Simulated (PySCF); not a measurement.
# How methods differ on the ionisation energy of N⁺

N⁺ [He] 2s2 2p2 (3P) → N²⁺ [He] 2s2 2p1 (2P), as a difference of total energies. Calculation: PySCF 2.14, in x2c-TZVPall (5s3p2d1f, 31 functions); the spin-free X2C one-electron Hamiltonian (Gaussian nucleus). Correlated levels: valence: 1s2 frozen. The calculations carry no spin-orbit coupling.

```json
{"method": "UHF", "ionisation energy (eV)": "29.203"}
{"method": "M06-2X", "ionisation energy (eV)": "29.694"}
{"method": "TPSS", "ionisation energy (eV)": "29.833"}
{"method": "MP2 (valence)", "ionisation energy (eV)": "29.611"}
{"method": "SCS-MP2 (valence)", "ionisation energy (eV)": "29.478"}
{"method": "CCSD (valence)", "ionisation energy (eV)": "29.457"}
{"method": "CCSD(T) (valence)", "ionisation energy (eV)": "29.472"}
```

Q: How much does correlation contribute at CCSD(T) (valence)?

A: 29.472 − (29.203) = 0.269 eV, measured against UHF.

Errors of the correlated levels include the incompleteness of this basis and the frozen core.

For comparison: 29.601 eV (semi-empirical (NIST evaluation); NIST Atomic Spectra Database, ionization energies).
